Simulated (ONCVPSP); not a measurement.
PBEsol ONCV dataset for Cs, scalar-relativistic all-electron reference.

Input for ONCVPSP 4.0.1:

```
# ATOM AND REFERENCE CONFIGURATION
# atsym  z   nc   nv     iexc    psfile
  Cs 55.00    9    3  -116133      upf
#
#   n    l    f
    1    0    2.00
    2    0    2.00
    2    1    6.00
    3    0    2.00
    3    1    6.00
    3    2   10.00
    4    0    2.00
    4    1    6.00
    4    2   10.00
    5    0    2.00
    5    1    6.00
    6    0    0.50
#
# PSEUDOPOTENTIAL AND OPTIMIZATION
# lmax
    2
#
#   l,   rc,      ep,       ncon, nbas, qcut
    0    3.00    0.00    4    9    3.50
    1    3.05    0.00    4    8    4.80
    2    3.20    0.23    4    9    3.30
#
# LOCAL POTENTIAL
# lloc, lpopt,  rc(5),   dvloc0
    4    5    2.60    6.00
#
# VANDERBILT-KLEINMAN-BYLANDER PROJECTORs
# l, nproj, debl
    0    2    2.30
    1    2    2.70
    2    3    3.20
#
# MODEL CORE CHARGE
# icmod, fcfact, rcfact
    3    2.00    1.70
#
# LOG DERIVATIVE ANALYSIS
# epsh1, epsh2, depsh
   -3.00    5.00    0.02
#
# OUTPUT GRID
# rlmax, drl
    6.00    0.01
#
# TEST CONFIGURATIONS
# ncnf
    4
# nvcnf
#   n    l    f
    3
    5    0    2.00
    5    1    6.00
    6    0    1.00
#
    3
    5    0    2.00
    5    1    6.00
    6    0    0.00
#
    4
    5    0    2.00
    5    1    6.00
    6    0    0.00
    6    1    1.00
#
    4
    5    0    2.00
    5    1    6.00
    6    0    0.50
    5    2    0.50
#
```

Command:

```bash
oncvpsp.x < Cs.dat > Cs.out
```

The program printed (shortened: citation, most of the input echo, consistency checks and plot data are left out):

```
ONCVPSP  (Optimized Norm-Conservinng Vanderbilt PSeudopotential)
scalar-relativistic version 4.0.1

#   n    l    f        energy (Ha)
    1    0    2.00    -1.3150910E+03
    2    0    2.00    -2.0637227E+02
    2    1    6.00    -1.8516071E+02
    3    0    2.00    -4.2966855E+01
    3    1    6.00    -3.6141942E+01
    3    2   10.00    -2.6118653E+01
    4    0    2.00    -8.1749539E+00
    4    1    6.00    -5.9923253E+00
    4    2   10.00    -2.8163131E+00
    5    0    2.00    -1.0735772E+00
    5    1    6.00    -5.8624892E-01
    6    0    0.50    -1.3835641E-01

Reference configufation results
  iterations    27
  all-electron total energy (Ha)   -7.78375150D+03

Begin loop to  construct optimized pseudo wave functions
and semi-local pseudopoentials for all angular momenta

Calculating optimized projector #   1

 for l=   0

    Fraction of norm inside rc  0.968700
    Optimizing pswf for qcut=   3.50 a_B^-1,  ecut=   6.13 Ha
    Residual kinetic energy error=  1.17D-05 Ha

    Energy error per electron        Cutoff
         Ha          eV             Ha
         0.01000     0.27211        1.50
         0.00100     0.02721        3.27
         0.00010     0.00272        4.98
         0.00001     0.00027        6.83

Calculating optimized projector #   2

 for l=   0

    Fraction of norm inside rc  0.080136
    Optimizing pswf for qcut=   3.50 a_B^-1,  ecut=   6.13 Ha
    Residual kinetic energy error=  2.15D-05 Ha

    Energy error per electron        Cutoff
         Ha          eV             Ha
         0.01000     0.27211        1.25
         0.00100     0.02721        3.13
         0.00010     0.00272        5.13
         0.00001     0.00027        8.44

   Wellstate for l =  1  n =  8
     eigenvalue =   2.1138
     asymptotic potential =   2.6138
     half-point radius =  5.1678

Calculating optimized projector #   1

 for l=   1

    Fraction of norm inside rc  0.896465
    Optimizing pswf for qcut=   4.80 a_B^-1,  ecut=  11.54 Ha
    Residual kinetic energy error=  2.75D-08 Ha

    Energy error per electron        Cutoff
         Ha          eV             Ha
         0.01000     0.27211        2.80
         0.00100     0.02721        3.78
         0.00010     0.00272        5.86
         0.00001     0.00027        8.39

Calculating optimized projector #   2

 for l=   1

    Fraction of norm inside rc  0.191076
    Optimizing pswf for qcut=   4.80 a_B^-1,  ecut=  11.54 Ha
    Residual kinetic energy error=  2.07D-05 Ha

    Energy error per electron        Cutoff
         Ha          eV             Ha
         0.01000     0.27211        4.23
         0.00100     0.02721        6.89
         0.00010     0.00272        9.87
         0.00001     0.00027       15.59

WARNING wellstate: moderately localized bound state found for n= 5 l=  2
WARNING scattering state with energy  0.05000000
WARNING will be used for the first projector

   Wellstate for l =  2  n =  6
     eigenvalue =   0.0500
     asymptotic potential =   0.5500
     half-point radius = 15.7983

   Wellstate for l =  2  n =  9
     eigenvalue =   3.2500
     asymptotic potential =   3.7500
     half-point radius =  5.7006

   Wellstate for l =  2  n = 11
     eigenvalue =   6.4500
     asymptotic potential =   6.9500
     half-point radius =  5.5003

Calculating optimized projector #   1

 for l=   2

    Fraction of norm inside rc  0.163691
    Optimizing pswf for qcut=   3.30 a_B^-1,  ecut=   5.44 Ha
    Residual kinetic energy error=  1.57D-05 Ha

    Energy error per electron        Cutoff
         Ha          eV             Ha
         0.01000     0.27211        2.27
         0.00100     0.02721        3.53
         0.00010     0.00272        4.69
         0.00001     0.00027        5.96

Calculating optimized projector #   2

 for l=   2

    Fraction of norm inside rc  0.154798
    Optimizing pswf for qcut=   3.30 a_B^-1,  ecut=   5.44 Ha
    Residual kinetic energy error=  1.98D-02 Ha

    Energy error per electron        Cutoff
         Ha          eV             Ha
         0.01000     0.27211        5.53
         0.00100     0.02721        7.52
         0.00010     0.00272       30.44
         0.00001     0.00027       37.95

Calculating optimized projector #   3

 for l=   2

    Fraction of norm inside rc  0.126725
    Optimizing pswf for qcut=   3.30 a_B^-1,  ecut=   5.44 Ha
    Residual kinetic energy error=  1.37D+00 Ha

    Energy error per electron        Cutoff
         Ha          eV             Ha
         0.01000     0.27211        9.84
         0.00100     0.02721       12.10
         0.00010     0.00272       36.09
         0.00001     0.00027       48.72

Construct Vanderbilt / Kleinmman-Bylander projectors

B matrix Hermiticity error, ll=   0
   1   2    4.4668E-05

  Orthonormal projector coefficients -3.9879E+00 -1.2351E+00

B matrix Hermiticity error, ll=   1
   1   2    1.5018E-04

  Orthonormal projector coefficients -4.0254E+00 -1.4632E+00

B matrix Hermiticity error, ll=   2
   1   2    4.0991E-05
   1   3    1.2283E-04
   2   3   -1.2669E-04

  Orthonormal projector coefficients -3.8424E+00 -2.4498E+00 -6.1048E-01

Model core correction analysis
  based on d2Exc/dn_idn_j

d2excae - all-electron derivatives

   -2.408153D-02   -2.047928D-02   -1.821140D-03
   -2.047934D-02   -2.079519D-02   -3.910994D-03
   -1.817409D-03   -3.897979D-03   -4.600998D-02

d2excps - pseudofunction derivatives with no core correction

   -3.507012D-02   -2.418396D-02   -2.865614D-03
   -2.418481D-02   -2.326573D-02   -4.235091D-03
   -2.862482D-03   -4.222092D-03   -4.610991D-02

rms 2nd derivative error    4.172810E-03

rmatch, rhocmatch    1.3446    2.1535

Teter function model core charge with specified parameters

d2excps - pseudofunction derivatives with core correction

   -2.361083D-02   -1.821965D-02   -2.070988D-03
   -1.821960D-02   -1.903514D-02   -3.905573D-03
   -2.067319D-03   -3.892692D-03   -4.594048D-02

rms 2nd derivative error    1.232047E-03

Pseudoatom total energy  -20.758940

Diagnostic tests using Vanderbilt-Kleinman-Bylander pseudopotentials
  1 or more projectors used as specified by nproj input data

   l    rcore       rmatch      e in        delta e   norm test  slope test

   0   3.0152015   3.1067496  -1.0735772   0.0000001   1.0000948   1.0000894
   0   3.0152015   3.1067496  -0.1383564   0.0000003   1.0000105   1.0000086

   1   3.0514925   3.1441424  -0.5862489  -0.0000003   1.0000641   1.0000659
   1   3.0514925   3.1441424   2.1137511   0.0000009   1.0000674   1.0000674

   2   3.2010772   3.2982689   0.0500000  -0.0000000   0.9999737   0.9999737
   2   3.2010772   3.2982689   3.2500000   0.0000063   1.0001347   1.0001347
   2   3.2010772   3.2982689   6.4500000   0.0000113   1.0001256   1.0001256

 Testing for bound ghosts
   n   l    E NL Schr. Eq   E Basis Diag.   E Cutoff

   1   0       -1.073577       -1.073562     38.64
   2   0       -0.138356       -0.126706     38.64

   2   1       -0.586249       -0.586232     32.64

   3   2       -0.080571       -0.075039     54.16

 Testing for highly-localized positive-energy ghosts
       l    <radius>/rc     E Basis Diag.   E Cutoff

Test configuration 0

   n   l     f        eae           eps        diff
   1   0  2.0000-1315.09095842
   2   0  2.0000 -206.37227062
   2   1  6.0000 -185.16070980
   3   0  2.0000  -42.96685508
   3   1  6.0000  -36.14194173
   3   2 10.0000  -26.11865282
   4   0  2.0000   -8.17495392
   4   1  6.0000   -5.99232528
   4   2 10.0000   -2.81631307
   5   0  2.0000   -1.07357716   -1.07357704    1.24D-07
   5   1  6.0000   -0.58624892   -0.58624923   -3.07D-07
   6   0  0.5000   -0.13835641   -0.13835607    3.33D-07

    Total energies and differences
      AE_ref= -7.78375150D+03  AE_tst= -7.78375150D+03  dif=  0.00D+00
      PS_ref= -2.07589404D+01  PS_tst= -2.07589404D+01  dif=  1.37D-12
      PSP excitation error= -1.37D-12

Test configuration 1

   n   l     f        eae           eps        diff
   1   0  2.0000-1315.00130666
   2   0  2.0000 -206.28264581
   2   1  6.0000 -185.07109063
   3   0  2.0000  -42.87723648
   3   1  6.0000  -36.05232421
   3   2 10.0000  -26.02903261
   4   0  2.0000   -8.08542027
   4   1  6.0000   -5.90280922
   4   2 10.0000   -2.72683965
   5   0  2.0000   -0.98445606   -0.98432961    1.26D-04
   5   1  6.0000   -0.49778437   -0.49780883   -2.45D-05
   6   0  1.0000   -0.07657746   -0.07656166    1.58D-05

    Total energies and differences
      AE_ref= -7.78375150D+03  AE_tst= -7.78380505D+03  dif= -5.36D-02
      PS_ref= -2.07589404D+01  PS_tst= -2.08124917D+01  dif= -5.36D-02
      PSP excitation error= -3.25D-06

Test configuration 2

   n   l     f        eae           eps        diff
   1   0  2.0000-1315.19361117
   2   0  2.0000 -206.47489059
   2   1  6.0000 -185.26331762
   3   0  2.0000  -43.06947307
   3   1  6.0000  -36.24455753
   3   2 10.0000  -26.22127322
   4   0  2.0000   -8.27743692
   4   1  6.0000   -6.09477913
   4   2 10.0000   -2.91869913
   5   0  2.0000   -1.17532726   -1.17560086   -2.74D-04
   5   1  6.0000   -0.68665490   -0.68667633   -2.14D-05

    Total energies and differences
      AE_ref= -7.78375150D+03  AE_tst= -7.78366570D+03  dif=  8.58D-02
      PS_ref= -2.07589404D+01  PS_tst= -2.06731205D+01  dif=  8.58D-02
      PSP excitation error= -2.33D-05

Test configuration 3

   n   l     f        eae           eps        diff
   1   0  2.0000-1315.04886755
   2   0  2.0000 -206.33026384
   2   1  6.0000 -185.11867703
   3   0  2.0000  -42.92492677
   3   1  6.0000  -36.10000987
   3   2 10.0000  -26.07672101
   4   0  2.0000   -8.13305140
   4   1  6.0000   -5.95041443
   4   2 10.0000   -2.77439117
   5   0  2.0000   -1.03181431   -1.03192877   -1.14D-04
   5   1  6.0000   -0.54389062   -0.54383185    5.88D-05
   6   1  1.0000   -0.04699334   -0.04699973   -6.40D-06

    Total energies and differences
      AE_ref= -7.78375150D+03  AE_tst= -7.78375536D+03  dif= -3.86D-03
      PS_ref= -2.07589404D+01  PS_tst= -2.07628143D+01  dif= -3.87D-03
      PSP excitation error=  1.29D-05

Test configuration 4

   n   l     f        eae           eps        diff
   1   0  2.0000-1315.00421527
   2   0  2.0000 -206.28498632
   2   1  6.0000 -185.07346521
   3   0  2.0000  -42.87960103
   3   1  6.0000  -36.05468960
   3   2 10.0000  -26.03136718
   4   0  2.0000   -8.08769676
   4   1  6.0000   -5.90505666
   4   2 10.0000   -2.72897447
   5   0  2.0000   -0.98613255   -0.98660352   -4.71D-04
   5   1  6.0000   -0.49997520   -0.50005182   -7.66D-05
   6   0  0.5000   -0.07792455   -0.07795173   -2.72D-05
   5   2  0.5000   -0.01666187   -0.01665506    6.81D-06

    Total energies and differences
      AE_ref= -7.78375150D+03  AE_tst= -7.78377406D+03  dif= -2.26D-02
      PS_ref= -2.07589404D+01  PS_tst= -2.07814766D+01  dif= -2.25D-02
      PSP excitation error= -2.32D-05
```

The run took about 5.1 s on one core of a shared server CPU.
